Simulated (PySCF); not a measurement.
**C3H8O2Si: core ionisation energies**

Species: C₃H₈O₂Si.
Z-matrix (Å and degrees, GFN2-xTB geometry), rows numbered from 1:
```
O 
C   1  1.2049
O   2  1.3352  1  122.17
C   2  1.4980  1  124.48  3  -179.29
C   4  1.5229  2  110.65  1   -28.68
Si  5  1.9150  4  113.29  2    48.47
H   3  0.9712  2  110.77  1    -0.52
H   4  1.0944  2  106.55  1    90.62
H   4  1.0923  2  109.04  1  -153.41
H   5  1.0895  4  108.40  2   171.16
H   5  1.0905  4  108.89  2   -73.29
H   6  1.4558  5  112.57  4   -96.35
H   6  1.4613  5  110.43  4    33.48
H   6  1.4748  5  104.44  4   147.95
```

Computed with delta-SCF UKS SCAN, pcX-2 on the ionised atom, pcseg-1 elsewhere, spin-free X2C in PySCF 2.14.0. Binding energies are ΔSCF values: E(core-ionised, relaxed orbitals) − E(ground state) at a fixed geometry, referred to the vacuum level.

Task: What binding energy does each computed site have?

Result: 
```csv
atom(s),bonded to,level,binding energy (eV),2p1/2 (eV),above the level's lowest (eV),count
Si6,C and 3 H,Si 2p3/2,106.12,106.75,0.00,1
C5,"C, 2 H and Si",C 1s,290.28,–,0.00,1
C4,2 C and 2 H,C 1s,291.38,–,+1.10,1
C2,"O (double bond), O and C",C 1s,295.08,–,+4.80,1
O1,C (double bond),O 1s,538.10,–,0.00,1
O3,C and H,O 1s,540.29,–,+2.19,1
Si6,C and 3 H,Si 1s,1845.88,–,0.00,1
```

The listed C 1s values span 4.80 eV, from C5 (bonded to C, 2 H and Si) to C2 (bonded to O (double bond), O and C). The widest gap between neighbouring values is 3.70 eV, between 291.38 and 295.08 eV.

The listed O 1s values span 2.19 eV, from O1 (bonded to C (double bond)) to O3 (bonded to C and H).

Task: Which photon energy gives electrons from C 1s of C5 a kinetic energy of 100 eV, and what is their de Broglie wavelength?

Result: hν = 290.28 + 100 = 390.28 eV, recoil neglected; λ = 12.264 Å/√(E/eV) = 1.23 Å.

Task: What is the longest wavelength that can ionise C 1s of C5 vertically?

Result: λ = hc/E = 12398.42 eV Å / 290.28 eV = 42.712 Å.

The 2p values aren't plain energy differences: one relaxed spin-free 2p hole is combined with a matrix within the shell (ground-state 2p orbital-energy differences and spin–orbit coupling). 2p3/2, the mean of its two sublevels, lies a third of the splitting below the shell's mean and 2p1/2 two thirds above it; the statistical areas are 2:1. 2p1/2 minus 2p3/2 (ligand field included): Si 0.62 eV. Isolated species at its GFN2-xTB geometry (one conformer only).
